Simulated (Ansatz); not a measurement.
A made-up structure of C2HSe (charge +1), closed shell:

```csv
atom,x (Å),y (Å),z (Å)
C1,-0.6796,0.3624,-0.4126
C2,0.4023,-0.2142,0.2442
Se3,1.8945,-1.0099,1.1501
H4,-1.6172,0.8617,-0.9817
```

It is relaxed with PBE-D4/def2-SVP and then PBE0-D4/def2-TZVP (Ansatz 0.2.0). Atoms count as bonded within 1.22 times the sum of their covalent radii (H–H: 0.88 Å). The end point is not checked to be a true minimum.

(1) Does its bonding change? (Judge from chemistry; the calculation decides.)

Answers

(1) The calculation gives: No: no bond forms or breaks.

Where it ends: The first stage lowers the energy by 1.14 eV in 4 steps. It ends as C₂HSe ([CH][C][Se]), total charge +1:
```
atom    x (Å)    y (Å)    z (Å)
  C1  -0.6068   0.3235  -0.3684
  C2   0.3591  -0.1914   0.2180
 Se3   1.6915  -0.9016   1.0269
  H4  -1.4439   0.7695  -0.8765
```

Labels in which every atom is bracketed show which atoms are joined, not bond orders.

For scale, one of the runs: PBE0-D4/def2-TZVP relaxation, 116 basis functions, launched by `ansatz run in.yaml --threads 2 --pin off --events-out ev --progress --plain --max-ram 4352MiB`. The run took about 110 s on 2 CPU threads of an Arm Neoverse V1 (shared host).
